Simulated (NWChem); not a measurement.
## BCl in NWChem

```xyz
2

B      0.0000     0.0000    -1.3285
Cl     0.0000     0.0000     0.3907
```
Charge 0, spin multiplicity 1.

All runs are NWChem calculations. Structure: optimised with PBE0/def2-SVP, a minimum by its harmonic frequencies.

Symmetry labels belong to the abelian group C2v used in the runs, with the axes of the coordinates shown; states degenerate in a higher group split over its labels.

The structure started from a generated list of species.

List the lowest 6 singlet excitations that TD-PBE/def2-SVPD gives, with oscillator strengths.


```csv
state,symmetry,energy (eV),wavelength (nm),f
1,b1,4.38,283,0.058
2,b2,4.38,283,0.058
3,a1,6.78,183,0.060
4,a2,6.81,182,0.000
5,a2,6.95,178,0.000
6,a1,6.95,178,0.000
```
